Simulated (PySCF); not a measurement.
## Titanium: a sound run and one with changed settings

Sound run: Ti [Ar] 3d2 4s2, Ti+ [Ar] 3d2 4s1. Computed with PySCF 2.14 in cc-pVTZ-DK (7s6p4d2f1g, 68 functions), with scalar relativity by spin-free X2C-1e. In the sound run the correlated levels freeze [Ar]. The sound run starts from symmetry-adapted Hartree-Fock orbitals and uses a fine grid where one is needed.

Changed run: initial guess minao, at most 50 SCF cycles.

| species | method | sound run (hartree) | changed run (hartree) | converged |
| --- | --- | --- | --- | --- |
| Ti | UHF | -852.74751 | -852.74751 | yes |
| Ti | LDA | -851.61257 | -851.61357 | yes |
| Ti | BP86 | -853.82864 | -853.83022 | yes |
| Ti | MP2 | -852.78761 | -852.78761 | yes |
| Ti+ | UHF | -852.54329 | -852.54329 | yes |
| Ti+ | LDA | -851.35791 | -851.33904 | no |
| Ti+ | BP86 | -853.57670 | -853.58548 | yes |
| Ti+ | MP2 | -852.55438 | -852.55438 | yes |

Ionisation energy of Ti:

```json
{"method": "UHF", "sound run (eV)": "5.557", "changed run (eV)": "5.557"}
{"method": "MP2", "sound run (eV)": "6.346", "changed run (eV)": "6.346"}
{"method": "SCS-MP2", "sound run (eV)": "6.515", "changed run (eV)": "6.515"}
```

The plain start fixes occupations by D2h representation alone, and Ti at LDA, Ti at BP86, Ti+ at BP86 landed in another state (other ⟨L²⟩ or ⟨S²⟩). 

For comparison, NIST gives 6.828 eV between the lowest levels.
